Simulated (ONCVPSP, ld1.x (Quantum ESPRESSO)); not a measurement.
## Potentials for sulfur (S) compared

Generated with ld1.x 7.5 (TM, RRKJ, ultrasoft, PAW), atompaw 4.2 or ONCVPSP 4.0.1. The cutoff is in Ry: for ld1.x and atompaw files where the sum of valence levels is converged to 10 mRy in a Bessel basis, for ONCV files where the hardest occupied wave has 1 mHa per electron of residual kinetic energy. The error is the largest all-electron minus pseudo excitation energy over each file’s own four to seven test configurations (ionisations up to +4, promotions, holes and added fractions of an electron), all of which were solved. The labels leave out finer settings (local radius, basis sizes, second energies), which also bear on the numbers. Spin-polarised tests are not counted. The rows are a selection from randomly drawn settings: files with unsolved tests, undetermined cutoffs or missed reference levels are left out.

A true bound ghost makes a file unfit for plane-wave use even where its test errors are small: the radial tests pick states by their node count and pass the ghost by.

```tsv
potential	cutoff (Ry)	largest error (meV)	bound ghosts
ONCV, Wu-Cohen, scalar-relativistic, rc 1.50/1.75 (sp), local smoothed, core correction yes, reference 3s2 3p4, qcut 5.2/4.7, projectors 2/3	26	+42	none
ONCV, PBE, scalar-relativistic, rc 1.15/1.20 (sp), local smoothed, core correction yes, reference 3s1.5 3p4.5, qcut 7/6.1, projectors 2/2	46	+17	s, p
ONCV, PBE, scalar-relativistic, rc 1.20/1.25 (sp), local smoothed, core correction yes, reference 3s2 3p3, qcut 4.9/7.2, projectors 2/2	26	+36	none
ONCV, PBE, scalar-relativistic, rc 1.15/1.25/1.00 (spd), local smoothed, core correction yes, reference 3s2 3p2, qcut 6.4/7.4/10.9, projectors 3/2/2	221	+7.2	s
ONCV, PBE, scalar-relativistic, rc 1.45/1.45 (sp), local s, core correction no, reference 3s2 3p4, qcut 5.6/5.7, projectors 0/3	26	+42	p
```

Problem. Fill in the row for S: ONCV, PBEsol, scalar-relativistic, rc 1.30/1.45 (sp), local smoothed, core correction no, reference 3s2 3p4, qcut 5.8/6.3, projectors 2/2.

Solution. cutoff 27 Ry, largest error +56 meV, bound ghosts: none.

Problem. Fill in the row for S: ONCV, LDA (Perdew-Wang 92), scalar-relativistic, rc 1.00/0.80/0.90 (spd), local smoothed, core correction yes, reference 2s2 2p6 3s2 3p3, qcut 10.5/19.8/11, projectors 2/2/2.

Solution. cutoff 287 Ry, largest error +522 meV, bound ghosts: none.

Problem. Fill in the row for S: TM, PW91, scalar-relativistic, rc 1.25/1.40 (sp), local s, core correction yes, reference 3s2 3p2.

Solution. cutoff 45 Ry, largest error +95 meV, bound ghosts: none.
